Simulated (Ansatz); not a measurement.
Gas-phase electronic energies from Ansatz, PBE0-D4/def2-TZVP geometries. CBS: MP2 limit from def2 TZ/QZ plus the TZ coupled-cluster correction, frozen cores. This one scheme is used for every species. Triplets are unrestricted, without spin–orbit coupling.

Reaction (formal loss of a carbene): `C[C]1=[N][AlH]1` → `[CH]1=[N][AlH]1` + `[CH2]` (triplet)

`C[C]1=[N][AlH]1`:

```xyz
8

C    -0.124   -0.609   -1.173
C    -0.078    0.059    0.151
N    -1.046    0.265    0.979
Al    0.513    0.935    1.664
H     0.544   -1.474   -1.180
H    -1.145   -0.929   -1.400
H     0.231    0.073   -1.950
H     1.104    1.679    2.909
```

`[CH]1=[N][AlH]1`:

Cartesian coordinates in Å:
```
C -0.809 0.071 -0.468
N -0.662 -0.834 0.439
Al 0.866 0.169 0.275
H -1.712 0.239 -1.070
H 2.317 0.356 0.824
```

`[CH2]` (triplet):

```xyz
3

C    -0.154    0.213    0.084
H    -0.750   -0.614   -0.270
H     0.904    0.401    0.186
```

```json
{"level": "HF/def2-TZVPP", "ΔE (eV)": "3.32"}
{"level": "MP2/def2-QZVPP", "ΔE (eV)": "4.98"}
```

(1) What does CCSD(T)/CBS give? (Best estimate.)

(2) What do rigid-rotor, harmonic-oscillator terms from PBE0-D4/def2-TZVP frequencies (298.15 K, 1 bar) make of the CCSD(T)/CBS value? (Estimate.)

Largest T1 diagnostic among the species: 0.019.

## Answers

(1) Computed: +4.86 eV. The listed levels differ from it by -1.54, 0.12 eV.

(2) Ansatz gave: ΔZPE = -0.30 eV, ΔH = +4.63 eV, ΔS = 157 J/(mol·K), ΔG = +4.14 eV. Open shells count their whole term as degenerate.

In def2-TZVPP, CCSD(T) changes the Hartree–Fock value by +1.42 eV (the triples alone add +0.13 eV) and MP2 by +1.59 eV. Leaving LDA and LC-ωPBE aside and taking each functional with its dispersion term where it has one, the values, not all of them listed here, spread over 0.36 eV, from r2SCAN0-D4 to PBE-D4. LDA lies +0.79 eV from PBE without D4.
